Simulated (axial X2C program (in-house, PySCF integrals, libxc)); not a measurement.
**HfH⁺: nuclear properties from DFT to coupled cluster**

Computed with an axial X2C code built on PySCF integrals: two-component X2C with atomic mean-field Coulomb and Gaunt terms, Gaussian nuclei, basis Hf dyall-acv3z, H dyall-av3z with contracted cores.

R = 1.774 Å (near the PBE0 minimum at charge 1 of the determinant lowest at the starting distance; the state shown can have its own minimum elsewhere); state Ω = 1 (⟨Sz⟩ = -0.97, ⟨Lz⟩ = 1.97 at PBE0).

| level | Eeff magnitude (GV/cm) | Ws magnitude Hf (kHz) | A∥/gI Hf (MHz) | A∥/gI H (MHz) |
| --- | --- | --- | --- | --- |
| PBE0 | 20.5 | 18.1 | -4220 | 0.426 |
| HF | 24.9 | 21.8 | -4420 | 3.5 |
| B3LYP | 21.6 | 19.1 | -4200 | -3.01 |

Eeff is the effective electric field on the electron electric dipole moment in this Ω state and Ws the scalar–pseudoscalar constant of the nucleus named (defined with the proton number Z and per Ω); A∥ (defined per Ω) follows by multiplying with gI = μI/(I μN). The operators were transformed with the bare-nucleus X2C matrices; with these basis sets, hyperfine constants and field gradients can be off by tens of per cent, and where levels differ in sign neither size nor sign is settled.

Finite-field MP2, CCSD and CCSD(T), with 12 electrons correlated in 121 natural virtual spinors (MP2 remainder added):

```
  level  Eeff magnitude (GV/cm)  Ws magnitude Hf (kHz)  A∥/gI Hf (MHz)  A∥/gI H (MHz)
    MP2                    25.2                   22.1           -4190          -2.51
   CCSD                    24.3                   21.3           -4190           -1.8
CCSD(T)                    24.3                   21.3           -4130          -2.52
```

T1 = 0.015 (Lee–Taylor). One unrestricted determinant, the lowest of a limited PBE0 search, is the reference; the functionals treat spin collinearly. With several open shells it need not be a pure state. Correlation of the inner shells is missing, which matters for properties at the nucleus. Number of frozen shells: Hf 4 s, 3 p, 2 d, 1 f; H none.

(1) By how much does correlation change each value, CCSD(T) against HF?

## Answers

(1) Eeff magnitude -2 %; Ws magnitude Hf -2 %; A∥/gI Hf -7 %; A∥/gI H from 3.5 to -2.52, a change of sign.
